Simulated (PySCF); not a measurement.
Spectra and structures to be paired. The calculation used TDDFT CAM-B3LYP/def2-SVPD, vertical, gas phase, core orbitals frozen in the response in PySCF. Geometries: GFN2-xTB; one conformer of each isolated species. Triplets are in the Tamm–Dancoff approximation.

A. `c1cscn1`
B. `N#C[C@@H]1CS1`
C. `O=Cc1cccc(Cl)c1`
D. `N(C)c1cnsc1C`
E. `C1(CCF)OCCO1`

Lowest singlet levels (six at most, fewer where fewer were computed) with oscillator strengths:

1. 4.74 eV (f 0.121); 5.15 eV (f 0.002); 5.54 eV (f 0.002); 5.70 eV (f 0.002); 5.97 eV (f 0.074); 6.17 eV (f 0.005); T1 3.32 eV
2. 4.54 eV (f 0.001); 6.25 eV (f 0.015); 6.61 eV (f 0.027); 6.99 eV (f 0.040); 7.27 eV (f 0.007); 7.28 eV (f 0.106); T1 4.04 eV
3. 3.86 eV (f 0.000); 4.77 eV (f 0.033); 5.39 eV (f 0.146); 6.31 eV (f 0.652); 6.60 eV (f 0.000); 6.67 eV (f 0.183); T1 3.33 eV
4. 7.30 eV (f 0.012); 7.76 eV (f 0.005); 8.06 eV (f 0.031); 8.11 eV (f 0.005); 8.26 eV (f 0.006); 8.55 eV (f 0.004); T1 7.16 eV
5. 5.50 eV (f 0.000); 5.83 eV (f 0.087); 6.24 eV (f 0.002); 6.49 eV (f 0.042); 7.00 eV (f 0.001); 7.16 eV (f 0.000); T1 3.90 eV

**Question.** Which spectrum belongs to which structure?

**Answer.** 1 = D, 2 = B, 3 = C, 4 = E, 5 = A.
- A: S1 at 5.50 eV, HOMO-1→LUMO (97%); Löwdin shares by element: HOMO carbon 72%, sulfur 15%; LUMO carbon 42% or more, sulfur 25%, nitrogen 15% (atoms not listed hold the other 18%); HOMO -8.68 and LUMO 0.22 eV; point group Cs, 2 of its 6 listed states under f = 0.0005.
- B: S1 at 4.54 eV, HOMO→LUMO (95%); Löwdin shares by element: HOMO sulfur 75%, carbon 17% or more; LUMO sulfur 50%, carbon 28% or more, nitrogen 10%; HOMO -8.82 and LUMO -0.13 eV.
- C: S1 at 3.86 eV, HOMO-1→LUMO (88%), HOMO-1→LUMO+5 (10%); Löwdin shares by element: HOMO carbon 47% or more, chlorine 24% (atoms not listed hold the other 29%); LUMO carbon 46% or more, oxygen 18% (atoms not listed hold the other 36%); HOMO -8.82 and LUMO -1.18 eV; point group Cs, 2 of its 6 listed states under f = 0.0005.
- D: S1 at 4.74 eV, HOMO→LUMO (96%); Löwdin shares by element: HOMO carbon 30% or more, nitrogen 29% or more, sulfur 12% (atoms not listed hold the other 28%); LUMO carbon 33% or more, sulfur 23%, nitrogen 22% or more (atoms not listed hold the other 21%); HOMO -7.13 and LUMO 0.44 eV.
- E: S1 at 7.30 eV, HOMO→LUMO (78%), HOMO→LUMO+3 (10%); Löwdin shares by element: HOMO oxygen 54%, carbon 12% or more, hydrogen 8% or more (atoms not listed hold the other 26%); LUMO carbon 34% or more, hydrogen 9% or more, oxygen 8% or more (atoms not listed hold the other 49%); HOMO -8.97 and LUMO 1.31 eV.
